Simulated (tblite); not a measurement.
Isomers of C3H9NSi2. Method: GFN2-xTB as coded in tblite; computed harmonic values from a numerical Hessian at the method's own geometry, unscaled. The method is semi-empirical: single wavenumbers can be off by several per cent or more. Modes of hydrogen on silicon can be 10 to 20 % off. One conformer each.

Electronic energies: GFN2-xTB at the same geometries; isomer energies are rough at this level and their order can be wrong.

```tsv
SMILES	electronic energy, lowest = 0 (kcal/mol)
N#CCC([SiH3])[SiH3]	0.0
[H]/N=C\C=C\[SiH2][SiH3]	22.1
C#C[Si@@](C)(N)[SiH3]	23.7
C=NC1[SiH2]C[SiH2]1	16.5
```

How do GFN2-xTB zero-point energies change the relative energies?

```csv
SMILES,ZPE (kcal/mol),of it from modes above 1550 cm⁻¹,electronic (kcal/mol),"with ZPE, lowest = 0 (kcal/mol)",lowest mode (cm⁻¹),rings
N#CCC([SiH3])[SiH3],63.3,35.5,0.0,0.0,61,0
C=NC1[SiH2]C[SiH2]1,65.8,36.4,16.5,18.9,28,1
[H]/N=C\C=C\[SiH2][SiH3],64.2,38.3,22.1,22.9,21,0
C#C[Si@@](C)(N)[SiH3],65.7,40.5,23.7,26.0,13i,0
```

The zero-point energies span 2.5 kcal/mol, from `N#CCC([SiH3])[SiH3]` to `C=NC1[SiH2]C[SiH2]1`. Slightly imaginary modes are left out of the zero-point energy: `C#C[Si@@](C)(N)[SiH3]` 13.2i cm⁻¹. The order is unchanged.
